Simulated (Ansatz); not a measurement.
Molecule: sum formula SiH2F, net charge -1, singlet state. It need not be the lowest isomer of its formula. Whether it binds its extra electron was not tested at this geometry. 
Structure (B3LYP-D3(BJ)/def2-TZVP (Ansatz, a program for electronic structure) minimum search):
SMILES: F[SiH2-]
```xyz
4

Si    -0.5702     0.1959     0.0418
F      1.0980    -0.1301    -0.1330
H     -1.1081    -1.0163    -0.7766
H     -0.7914    -0.5563     1.3886
```
Charge -1, spin multiplicity 1.

Basis-set convergence of Hartree-Fock and MP2 correlation energies (hartree) with Ansatz. Cores are frozen in the correlated levels unless marked. Spin-orbit coupling is left out. No relativistic terms. This anion needs diffuse functions, which these sets lack.

```csv
basis,functions,E(HF),"E(corr, MP2)"
cc-pV(D+d)Z,47,-389.55283,-0.29382
cc-pV(T+d)Z,97,-389.60663,-0.39046
cc-pV(Q+d)Z,179,-389.62356,-0.42645
cc-pV(5+d)Z,301,?,?
```

Task: Some entries are withheld; supply them.

Result: 
- cc-pV(5+d)Z, E(HF): -389.62754
- cc-pV(5+d)Z, E(corr, MP2): -0.44165
